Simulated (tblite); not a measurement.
C3H12O2Si2.
Z-matrix (Å and degrees, GFN2-xTB geometry), rows numbered from 1:
```
C 
O   1  1.3955
Si  2  1.6121  1  130.06
O   3  1.6211  2  107.90  1    59.69
C   4  1.3988  3  129.34  2  -179.08
C   5  1.5191  4  113.08  3   -54.88
Si  6  1.8991  5  112.93  4  -178.02
H   1  1.0919  2  111.14  3   -54.41
H   1  1.0935  2  110.52  3    66.57
H   1  1.0914  2  107.89  3  -174.27
H   3  1.4692  2  112.93  1   -60.70
H   3  1.4548  2   99.05  1   179.23
H   5  1.0956  4  106.37  3  -176.05
H   5  1.0977  4  109.09  3    67.37
H   6  1.0913  5  108.08  4    59.92
H   6  1.0910  5  108.41  4   -55.06
H   7  1.4644  6  110.07  5    61.13
H   7  1.4630  6  108.70  5  -178.62
H   7  1.4646  6  109.38  5   -58.81
```

Method: GFN2-xTB as coded in tblite; computed harmonic values from a numerical Hessian at the method's own geometry, unscaled. This tight-binding method is rough: wavenumbers can miss measured ones by several per cent, in bad cases by 10 to 20. Modes of hydrogen on silicon can be 10 to 20 % off. One conformer, not necessarily the lowest.

Harmonic wavenumbers (cm⁻¹): 31.0, 51.7, 58.3, 93.4, 104.2, 114.7, 174.3, 190.5, 205.8, 291.7, 430.9, 515.1, 539.7, 580.8, 649.0, 729.6, 741.5, 772.0, 775.1, 781.9, 787.7, 799.9, 804.6, 840.8, 941.4, 1064.5, 1130.0, 1134.5, 1143.5, 1173.0, 1184.6, 1240.3, 1283.1, 1354.0, 1412.5, 1483.5, 1485.5, 1487.0, 1487.2, 2189.8, 2259.7, 2264.7, 2275.4, 2328.3, 2886.8, 2929.9, 2940.1, 2962.0, 2974.5, 2979.5, 2990.6.

A = 7478, B = 558.6, C = 537.8 MHz; mass 136.038 u (most abundant isotopes); point group C1, symmetry number 1.

Zero-point energy?

Half the sum of the wavenumbers: 31025 cm⁻¹ = 371.14 kJ/mol.

Give the ideal-gas entropy at 298.15 K and 1 bar in the rigid-rotor, harmonic-oscillator model (classical rotation).

Translation 170.13, rotation 122.80, vibration 162.56: S = 455.5 J/(mol K).

And Cp and H(298.15 K) − H(0)?

Cp = 174.68 J/(mol K), of which vibrations give 141.42 (their classical limit is 51 R = 424.0); H(298.15 K) − H(0) = 33.18 kJ/mol without the zero-point energy, 23.27 from vibrations.

Which modes carry the vibrational entropy at 298.15 K?

31.0 cm⁻¹: 24.12; 51.7 cm⁻¹: 19.88; 58.3 cm⁻¹: 18.89; 93.4 cm⁻¹: 15.01; 104.2 cm⁻¹: 14.12; 114.7 cm⁻¹: 13.34 J/(mol K); the other 45 give 57.21 together.

Blend soft modes into free rotors: weight 1/[1 + (100 cm⁻¹/ν̃)⁴] for the oscillator and the rest for a rotor with moment μB/(μ + B), μ = h/(8π²ν), B = 10⁻⁴⁴ kg m². What vibrational entropy results?

142.90 J/(mol K) in place of 162.56, which changes −T·S at 298.15 K by +5.86 kJ/mol.

Hindered rotation and anharmonicity are outside this model. Other conformers, if any are populated, would add a mixing term that is left out. The structure is chiral; the term R ln 2 for an equal mix with its mirror image is left out.
